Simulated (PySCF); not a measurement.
This script is equivalent to a calculation on Br³⁺ (bromine, charge +3).

```python
from pyscf import gto, scf, dft, mp, cc
import basis_set_exchange as bse
mol = gto.M(atom="Br 0 0 0", charge=3, spin=2, symmetry="D2h",
            basis=gto.basis.parse(bse.get_basis("def2-TZVPPD", elements=["Br"], fmt="nwchem")))
mf = dft.UKS(mol, xc="LC_WPBE")
mf.irrep_nelec = {'Ag': (6, 6), 'B1g': (1, 1), 'B2g': (1, 1), 'B3g': (1, 1), 'B1u': (3, 2), 'B2u': (3, 2), 'B3u': (2, 2)}
mf.kernel()
```

**Question.** What total energy does it give?

**Answer.** -2571.234 hartree (calculated).

**Question.** Which occupied shell lies highest, and where?

**Answer.** 4p α, at -45.461 eV.

**Question.** What is ⟨S²⟩, and what would a pure spin state give?

**Answer.** 2.003, against 2.00.
